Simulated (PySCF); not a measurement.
A GIAO shielding run with PySCF 2.14.0 with density-fitted response routines (density fitting, scalar relativity only through the core potential, gas phase) on Mo(NH)2Cl2 ([NH]=[Mo](=[NH])([Cl])[Cl], Cl2H2MoN2):

```
{"job": {"kind": "nmr", "xc": "PBE0", "basis": {"default": "pcSseg-1", "Mo": "def2-TZVP"}}, "charge": 0, "multiplicity": 1}
Mo    -0.387191     0.034428    -0.292672
N     -0.434733    -0.080145     1.411937
H     -0.019322    -0.157830     2.339789
N      1.246947     0.017321    -0.789058
H      2.252318    -0.027316    -0.626303
Cl    -1.278005     2.049598    -0.898328
Cl    -1.380003    -1.836046    -1.145365
```

Hardware: 1 thread of an Arm Neoverse N1, shared host. The job also computes population analyses, field gradients.

Problem. How large is the calculation?

Solution. 64 electrons, 132 basis functions and 773 auxiliary functions.

Problem. How long does it take?

Solution. 16 s of wall time, with 13 SCF cycles and 6 response iterations. Times on a shared host scatter by some tens of per cent.

Problem. And these other runs on the same molecule and hardware: GIAO shielding at KT2/pcSseg-1 (def2-TZVP on Mo)?

Solution. KT2/pcSseg-1 (def2-TZVP on Mo): 132 functions, 22 s.
